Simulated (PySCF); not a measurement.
methyl butyrate (COC(CCC)=O, C5H10O2)

Molfile (atoms numbered from 1):
```
C5H10O2
     RDKit          3D

 17 16  0  0  0  0  0  0  0  0999 V2000
   -2.2887    0.5579    0.1668 C   0  0  0  0  0  0  0  0  0  0  0  0
   -1.6949   -0.7918   -0.2059 C   0  0  0  0  0  0  0  0  0  0  0  0
   -0.3924   -1.1009    0.5153 C   0  0  0  0  0  0  0  0  0  0  0  0
    0.7576   -0.2352    0.0694 C   0  0  0  0  0  0  0  0  0  0  0  0
    0.7761    0.4517   -0.9188 O   0  0  0  0  0  0  0  0  0  0  0  0
    1.7980   -0.3363    0.9066 O   0  0  0  0  0  0  0  0  0  0  0  0
    2.9484    0.4096    0.5519 C   0  0  0  0  0  0  0  0  0  0  0  0
   -2.4895    0.6227    1.2487 H   0  0  0  0  0  0  0  0  0  0  0  0
   -1.6044    1.3759   -0.1034 H   0  0  0  0  0  0  0  0  0  0  0  0
   -3.2396    0.7329   -0.3584 H   0  0  0  0  0  0  0  0  0  0  0  0
   -1.5098   -0.8263   -1.2914 H   0  0  0  0  0  0  0  0  0  0  0  0
   -2.4171   -1.5939    0.0166 H   0  0  0  0  0  0  0  0  0  0  0  0
   -0.0811   -2.1455    0.3421 H   0  0  0  0  0  0  0  0  0  0  0  0
   -0.4914   -1.0026    1.6088 H   0  0  0  0  0  0  0  0  0  0  0  0
    2.7197    1.4846    0.5034 H   0  0  0  0  0  0  0  0  0  0  0  0
    3.6950    0.2154    1.3308 H   0  0  0  0  0  0  0  0  0  0  0  0
    3.3337    0.0969   -0.4301 H   0  0  0  0  0  0  0  0  0  0  0  0
  1  2  1  0
  2  3  1  0
  3  4  1  0
  4  5  2  0
  4  6  1  0
  6  7  1  0
  1  8  1  0
  1  9  1  0
  1 10  1  0
  2 11  1  0
  2 12  1  0
  3 13  1  0
  3 14  1  0
  7 15  1  0
  7 16  1  0
  7 17  1  0
M  END
```

Theory: quadratic response CAM-B3LYP/aug-cc-pVDZ first hyperpolarisability, Taylor convention, gas phase (PySCF). Geometry: PBE0-D3(BJ)/def2-SVP.

Question: Give the tensor of the static β(0;0,0) in the axes of these coordinates.

Answer: In au, Taylor convention; rows are the first index (the induced dipole):
|  | xx | yy | zz | xy | xz | yz |
| --- | --- | --- | --- | --- | --- | --- |
| x | +10.9 | -4.5 | +7.5 | -16.6 | +22.0 | +1.1 |
| y | -16.6 | -7.7 | +10.8 | -4.5 | +1.1 | -8.8 |
| z | +22.0 | -8.8 | -23.3 | +1.1 | +7.5 | +10.8 |

Norm of βᵢ = ⅓ Σⱼ (βᵢⱼⱼ + βⱼᵢⱼ + βⱼⱼᵢ): 21.9 au, hyper-Rayleigh value 20.0 au.
